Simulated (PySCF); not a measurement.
CH7GeNSi (calculated)

Computed with PySCF 2.14.0. Calculation on a computer-drawn molecule: the log of a Hartree-Fock and frozen-core CCSD(T) single point meant for a local Hartree-Fock minimum, with one planted fault or none, to be diagnosed. Offsets are logged minus clean, where the clean run is the same molecule without the fault. The reference is restricted for singlets and unrestricted otherwise, and also for a bond in bohr or an excited solution. Adding or removing an electron swaps singlet and doublet. The excited solution moves the top pair (singlet) or top alpha electron (doublet) to the lowest empty orbital. Highest occupied and lowest empty are orbital energies over both spins, largest force is the largest gradient component, triples share is (T) over the correlation energy, the T1 limit is 0.02 restricted and 0.045 unrestricted, electrons count all cores, a negative frequency is imaginary (commonest isotopes), and the dipole is about the centre of nuclear charge; on germanium a core potential holds 10 electrons, which the energies leave out, and 3d is frozen in MP2 and coupled-cluster steps.

### CH7GeNSi

Logged structure:
```xyz
11
CH7GeNSi
N     -0.7129    -0.3800     1.7309
Si     0.6924    -0.2450     0.7414
C      0.6101     1.0755    -0.5634
Ge    -0.7491     2.1649    -0.8582
H     -0.9179     0.3186     2.4197
H     -1.5591    -0.7692     1.3607
H      1.8407     0.0256     1.6409
H      0.9029    -1.5625     0.0927
H      1.4663     1.2119    -1.2212
H     -2.0401     2.1446    -0.0564
H     -0.7470     3.2266    -1.9486
```

* meant charge: 0
* meant multiplicity: 1
* meant basis: cc-pV(D+d)Z
* meant basis and core potential on germanium: cc-pVDZ-PP ECP10MDF
* logged electrons: 66
* logged basis functions: 109
* logged SCF converged: yes
* logged spin squared: 2.0258
* logged highest occupied: -6.1466 eV
* logged lowest empty: 0.46294 eV
* logged largest force: 0.091653 hartree/bohr
* logged T1 diagnostic: 0.011975
* logged D1 diagnostic: 0.039489
* logged triples share: 0.025055
* logged CC converged: yes
* logged dipole magnitude: 0.19249 debye
* logged SCF stable within its kind: yes
* logged energy HF: -678.61931 hartree
* logged energy CCSD(T): -679.15878 hartree
* possible faults: no fault, one electron removed, one electron added, multiplicity raised by two, geometry at a saddle point, SCF held on an excited solution, minimal basis STO-3G, one bond length entered in bohr, all coordinates scaled
* planted fault: multiplicity raised by two
* HF energy offset from clean run: 37.29 kcal/mol
* CCSD(T) energy offset from clean run: 62.4 kcal/mol

Drawn bonds:
```csv
atom,other atom,order
1,2,1
2,3,1
3,4,2
1,5,1
1,6,1
2,7,1
2,8,1
3,9,1
4,10,1
4,11,1
```
